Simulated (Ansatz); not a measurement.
`FC[SiH2][SiH2]F` + `N#C[SiH](F)Cl` → `FC[SiH2]F` + `N#C[SiH](Cl)[SiH2]F`  (redistribution)

Calculated with Ansatz (gas phase, PBE0-D4/def2-TZVP geometries, no zero-point term in ΔE). CCSD(T)/CBS is the MP2 limit (def2-TZVPP, def2-QZVPP) plus CCSD(T) − MP2 in def2-TZVPP, frozen cores. Functionals use def2-TZVPP. B3LYP here is the variant with VWN-RPA as its local correlation; programs differ in this. HSE06 is defined as in plane-wave codes. One conformer a species, not always the lowest.

```
             level  ΔE (kJ/mol)  difference from CCSD(T)/CBS
           PBE0-D4          8.5                         -0.4
          B3LYP-D4          6.6                         -2.3
        r2SCAN0-D4          9.6                          0.7
          BHLYP-D4          5.8                         -3.1
      CAM-B3LYP-D4          7.5                         -1.4
          PBE-QIDH          8.9                          0.0
            revPBE          8.3                         -0.6
              BLYP          7.1                         -1.8
              PBE0          8.9                          0.0
             HSE06          8.8                         -0.1
             BHLYP          6.7                         -2.2
         CAM-B3LYP          8.0                         -0.9
      MP2/def2-SVP         14.7                          5.8
    MP2/def2-QZVPP          7.6                         -1.3
SCS-MP2/def2-QZVPP          6.9                         -2.0
    CCSD/CBS(def2)          8.3                         -0.6
       CCSD(T)/CBS          8.9                            0
```

Largest T1 diagnostic among the species: 0.012.

At CCSD(T), def2-SVP lies +6.4 kJ/mol from the extrapolated value and def2-TZVPP +1.6 kJ/mol. Leaving LDA and LC-ωPBE aside and taking each functional with its dispersion term where it has one, the values, not all of them listed here, spread over 6.8 kJ/mol, from BHLYP-D4 to B97M-V.
